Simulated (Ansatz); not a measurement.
System: HgBr2, charge -1, multiplicity 2. The spin state was set by rule; other spins were not relaxed. 
Structure (B3LYP-D3(BJ)/def2-TZVP (Ansatz, a program for electronic structure) minimum search):
```
Hg
Br 1 2.8092
Br 1 2.8092 2 150.77
```
Charge -1, spin multiplicity 2.

Parts of the frozen-core correlation energy in def2-SVP (Ansatz, hartree). Frozen orbitals: 32; correlated occupied orbitals by spin: 14 and 13; virtual: 50 and 51. Open shells are spin-unrestricted. Spin-orbit coupling is left out. Past Kr the def2 sets carry scalar-relativistic core potentials.

```json
[
 {"term": "reference (HF)", "value": "-5296.84921"},
 {"term": "MP2 opposite-spin", "value": "…"},
 {"term": "MP2 same-spin", "value": "-0.17195"},
 {"term": "CCSD correlation", "value": "…"},
 {"term": "(T)", "value": "…"},
 {"term": "T1 diagnostic", "value": "0.022"},
 {"term": "largest doubles amplitude", "value": "0.044"},
 {"term": "<S^2> of the reference", "value": "0.767"}
]
```

Question: What belongs in the gaps?

Answer: 
- MP2 opposite-spin, value: -0.35821
- CCSD correlation, value: -0.53620
- (T), value: -0.01019
